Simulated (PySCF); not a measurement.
Numbering as in the mapped SMILES `[BH3-:1][P@+:2]1([C:3]([CH3:4])([CH3:5])[CH3:6])[CH:7]=[C:8]1[CH:9]=[CH2:10]` (H(Xn): hydrogen on atom n). Ha(C10) is cis to C8; Hb(C10) is trans to C8.

Geometry: PBE0-D3(BJ)/def2-SVP; GIAO absolute shieldings from PySCF 2.14, gas phase, non-relativistic, averaged over equivalent atoms.

At PBE0/pcSseg-1 (257 basis functions, 74 s wall time on 1 thread of an Intel Xeon Platinum 8488C, shared host):
```json
{"atoms": "B1", "σ (ppm)": "150.1"}
{"atoms": "P2", "σ (ppm)": "422.3"}
{"atoms": "C8", "σ (ppm)": "36.6"}
{"atoms": "C10", "σ (ppm)": "42.8"}
{"atoms": "C9", "σ (ppm)": "52.3"}
{"atoms": "C7", "σ (ppm)": "53.8"}
{"atoms": "C3", "σ (ppm)": "149.5"}
{"atoms": "C4/C5/C6", "σ (ppm)": "155.2"}
{"atoms": "H(C7)", "σ (ppm)": "23.34"}
{"atoms": "H(C9)", "σ (ppm)": "24.28"}
{"atoms": "Hb(C10)", "σ (ppm)": "24.95"}
{"atoms": "Ha(C10)", "σ (ppm)": "25.00"}
{"atoms": "H(B1)", "σ (ppm)": "30.19"}
{"atoms": "H(C4)/H(C5)/H(C6)", "σ (ppm)": "30.24"}
```

Question: Estimate the result of repeating the calculation with KT3/pcSseg-1.

Answer: 
```csv
atoms,σ at KT3/pcSseg-1,change
B1,148.1,-2.0
P2,431.7,+9.4
C8,48.0,+11.4
C10,54.5,+11.7
C9,60.6,+8.3
C7,63.9,+10.1
C3,145.4,-4.1
C4/C5/C6,153.5,-1.7
H(C7),23.69,+0.35
H(C9),24.53,+0.25
Hb(C10),25.32,+0.37
Ha(C10),25.33,+0.33
H(B1),30.24,+0.05
H(C4)/H(C5)/H(C6),30.25,+0.01
```

The largest change is at C10 (terminal =CH2 carbon). Cost: 257 basis functions, 100 s wall time on 1 thread of an Intel Xeon Platinum 8488C, shared host. The order of the carbon signals is the same at both levels.
